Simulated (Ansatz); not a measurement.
Job for Ansatz (an electronic-structure program): R-wB97M-V/def2-TZVPPD on C2H7ClO (a complex), monomers drawn apart or pushed together. Files ending in .json are basis or fitting sets from the Basis Set Exchange.

Ansatz 0.2 input:
```yaml
crystal:
  periodic: [false, false, false]
  atoms:
    - {symbol: Cl, position_ang: [-0.42479100, 0.48822500, 0.35487020]}
    - {symbol: H, position_ang: [-1.11214659, 0.83490298, -0.67175917]}
    - {symbol: C, position_ang: [-0.08531543, -1.30317457, 3.92060568]}
    - {symbol: O, position_ang: [0.86384586, -0.32161165, 3.56667927]}
    - {symbol: C, position_ang: [0.61894565, 0.91698468, 4.19560025]}
    - {symbol: H, position_ang: [-1.09955765, -1.00066737, 3.63051660]}
    - {symbol: H, position_ang: [-0.07329637, -1.49841125, 5.00103158]}
    - {symbol: H, position_ang: [0.17748461, -2.21662251, 3.38956905]}
    - {symbol: H, position_ang: [-0.36388738, 1.31839357, 3.91765760]}
    - {symbol: H, position_ang: [1.39108974, 1.60904159, 3.86348146]}
    - {symbol: H, position_ang: [0.66359855, 0.82496188, 5.28881465]}
basis:
  gaussian:
    orbitals: def2-TZVPPD.json
hamiltonian:
  xc: {name: wB97M-V}
scf: {lower_state_search: off}
```

The head of its log:

```
WARN ansatz: RAYON_NUM_THREADS=1 ignored (pool sized by the plan → 1); use --threads N
Functional definition: wB97M-V
these checks for a lower state are left out or cut short: stability, starts, cluster_reference, orbital_swaps, neighbouring_geometries, increment
integrals: 0.28 GiB planned
1272 factors; their error is unknown
integrals: 0.32 GiB planned
385 factors; integrals over basis functions are off by at most 3.4e-5 eV
mean field: 1.69 GiB planned
mean field evaluation 1: about -16753.5927 eV, gradient 3.9e1 eV
mean field evaluation 2: about -16754.6429 eV, gradient 3.6e1 eV
```

Task: Give the final energy of this run.

Result: -615.8040 hartree.
